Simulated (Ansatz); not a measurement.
```yaml
crystal:
  periodic: [false, false, false]
  atoms:
    - {symbol: Al, position_ang: [-0.718504, 0.398420, 2.455990]}
    - {symbol: N, position_ang: [-0.135525, 0.107813, 0.531843]}
    - {symbol: C, position_ang: [0.883502, -0.706418, 0.251786]}
    - {symbol: C, position_ang: [1.277756, -0.970368, -1.045326]}
    - {symbol: C, position_ang: [0.591856, -0.365071, -2.085785]}
    - {symbol: C, position_ang: [-0.463457, 0.483081, -1.791716]}
    - {symbol: C, position_ang: [-0.795426, 0.695027, -0.467955]}
    - {symbol: H, position_ang: [-1.308255, 1.886404, 2.330076]}
    - {symbol: H, position_ang: [0.693322, 0.190511, 3.191778]}
    - {symbol: H, position_ang: [-1.794977, -0.776526, 2.642457]}
    - {symbol: H, position_ang: [1.386594, -1.141876, 1.107738]}
    - {symbol: H, position_ang: [2.110361, -1.636665, -1.229454]}
    - {symbol: H, position_ang: [0.878856, -0.549476, -3.114428]}
    - {symbol: H, position_ang: [-1.023917, 0.979595, -2.573024]}
    - {symbol: H, position_ang: [-1.604185, 1.354748, -0.174583]}
basis:
  gaussian: {orbitals: "6-31++G**", nuclear_model: gaussian}
hamiltonian: {xc: {name: CCSD(T)}, dispersion: rvv10}
```

```sh
$ ansatz run in.yaml --threads 8 --pin off --events-out ev --progress --plain --max-ram 18278MiB
```

Output, abridged:

```
Error: YAML parse error: error: line 21 column 19: hamiltonian.xc: no functional is named "CCSD(T)"; the names, which are not case-sensitive, are SVWN5, SPW92, PBE, PBE0, PBEsol, revPBE, revPBE0, RPBE, rPW86-PBE, HSE06, wPBEh, LC-wPBE, HISS, HF, BLYP, B3LYP, B3LYP5, BHLYP, CAM-B3LYP, r2SCAN, r2SCANh, r2SCAN0, r2SCAN50, m-r2SCAN, B97, wB97, wB97X, wB97X-V, B97M-V, wB97M-V, B2PLYP, B2GP-PLYP, PBE0-DH, PBE-QIDH
19 | basis:
20 |   gaussian: {orbitals: "6-31++G**", nuclear_model: gaussian}
21 | hamiltonian: {xc: {name: CCSD(T)}, dispersion: rvv10}
```

In this input the method's name isn't one that the program takes here. The input was rejected before any iteration.
